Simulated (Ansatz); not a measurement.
Input file for Ansatz (a program for electronic structure): R-wB97X-V/def2-TZVPP on Cl4Mg2.

Ansatz 0.2 input:
```yaml
crystal:
  periodic: [false, false, false]
  atoms:
    - {symbol: Mg, position_ang: [1.62186634, 0.00509441, -0.00410579]}
    - {symbol: Mg, position_ang: [-1.62187336, -0.00488208, 0.00144018]}
    - {symbol: Cl, position_ang: [-0.00528476, 1.71166973, -0.01729379]}
    - {symbol: Cl, position_ang: [0.00527361, -1.71146601, 0.00978091]}
    - {symbol: Cl, position_ang: [3.80260275, 0.01137462, -0.00153023]}
    - {symbol: Cl, position_ang: [-3.80258459, -0.01169066, 0.01170872]}
basis:
  gaussian:
    orbitals: def2-TZVPP
hamiltonian:
  xc: {name: wB97X-V}
scf: {lower_state_search: off}
```

Task: What total energy does the run end on?

Result: -2241.0422 hartree.

Task: How many basis functions does it have, and what does it roughly cost on one machine?

Result: 232 functions; very roughly 13 core-seconds.
